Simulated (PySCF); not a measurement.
Ionisation and electron attachment of selenium dioxide

System: selenium dioxide, `O=[Se]=O` (O2Se). Coordinates in Å; atoms count from 1 in this order:
```
O    -1.3374   -0.2636    0.1851
Se   -0.0058    0.3937   -0.4290
O     1.3668   -0.1342    0.2189
```

Level of theory: ωB97X-D3(BJ)/ma-def2-TZVP single points in PySCF, grid level 2; every species was optimised with PBE0-D3(BJ)/ma-def2-SVP. Thermal corrections: PBE0-D3(BJ)/ma-def2-SVP frequencies, unscaled, ideal gas at 298.15 K and 1 bar, quasi-RRHO entropy.

Frontier levels of the parent: HOMO -11.73 eV, LUMO -2.10 eV.

Oxidation to the radical cation:
```
Vertical ionisation energy (electronic)              : 12.02 eV
Adiabatic ionisation energy (with zero-point energy) : 11.71 eV
Adiabatic, electronic part                           : 11.74 eV
Vertical gap at the product's structure              : 11.22 eV
Inner reorganisation energy (four-point)             : 793 meV
Relaxation of product / of parent                    : 281 / 512 meV
⟨S²⟩ of the product                                  : 0.768
Largest spin populations                             : O1 1.04
Largest changes of atomic charge                     : O1 0.54, O3 0.27, Se2 0.19
Distances that move most (Å)                         : O1–Se2 1.607 → 1.734; Se2–O3 1.607 → 1.576
Potential in acetonitrile                            : 8.88 V absolute, 4.33 V against Fc+/Fc computed at 4.54 V (solvation -31 → -300 kJ/mol)
```

Reduction to the radical anion:
* Vertical electron affinity (electronic): 1.92 eV
* Adiabatic electron affinity (with zero-point energy): 2.08 eV
* Adiabatic, electronic part: 2.06 eV
* Vertical gap at the product's structure: 2.41 eV
* Inner reorganisation energy (four-point): 493 meV
* Relaxation of product / of parent: 141 / 352 meV
* ⟨S²⟩ of the product: 0.757
* Largest spin populations: Se2 0.52, O3 0.24, O1 0.24
* Largest changes of atomic charge: Se2 -0.57, O1 -0.22, O3 -0.21
* Distances that move most (Å): Se2–O3 1.607 → 1.680; O1–Se2 1.607 → 1.680
* Potential in acetonitrile: 4.49 V absolute, -0.05 V against Fc+/Fc computed at 4.54 V (solvation -31 → -261 kJ/mol)

Solvents are IEF-PCM continua (electrostatics only, gas-phase structures); absolute potentials refer to an electron at rest in vacuum. Fc+/Fc in acetonitrile, 4.54 V, is ωB97X-D3(BJ)/ma-def2-TZVP on PBE0-D3(BJ)/def2-SVP structures with GFN2-xTB thermal terms. Benchmark calculations put it near 5.0 V in acetonitrile and DMSO, so it is about 0.5 V low, and the value against it can read up to that much too high.

Measured values (NIST Chemistry WebBook, evaluated or the median of agreeing entries): vertical ionisation energy 11.76 eV (computed 12.02, difference 0.26); adiabatic electron affinity 1.82 eV (computed 2.08, difference 0.26).

Note: spin-orbit coupling is left out of the energies, which matters for open shells on the heavier atoms; atoms from Ga to Kr are treated without relativity; O1 and O3 are equivalent in the parent, but the relaxed radical cation is symmetry-broken (C2v to Cs), which is often an artefact of the method; its spin populations, distances and adiabatic value belong to that structure.

Structures, frequencies and single points took 3 min of wall time on 1 thread of Arm Neoverse V1 (shared host), launched as `OMP_NUM_THREADS=1 python redox_run.py task.json out`.

Differences come from unrounded values, so a last digit can differ from that of the printed terms.
